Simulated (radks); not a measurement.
The thallium ion Tl2+, [Xe] 4f14 5d10 6s1. Calculated with a radial shooting solver on a logarithmic mesh with Libxc functionals: non-relativistic Kohn-Sham, PBE, spin-polarised, spherical densities, point nucleus. Every spin shell is full or empty, so the densities are truly spherical. Functionals are evaluated on that one density, not self-consistently. Rank these exchange functionals by their error against the exact value of the orbitals, and give that value: LDA, B88, revPBE, PW91, PW86, AM05, B86b, SCAN, r2SCAN, Tao-Mo.

Answer. Exact: -351.707 hartree. From best to worst, with 100 (|E| - |E exact|)/|E exact| (equal figures are ties): B86b 0.00, PW91 +0.04, SCAN +0.05, B88 +0.06, r2SCAN -0.18, revPBE -0.26, PW86 -0.40, Tao-Mo -0.83, AM05 -3.59, LDA -3.78.
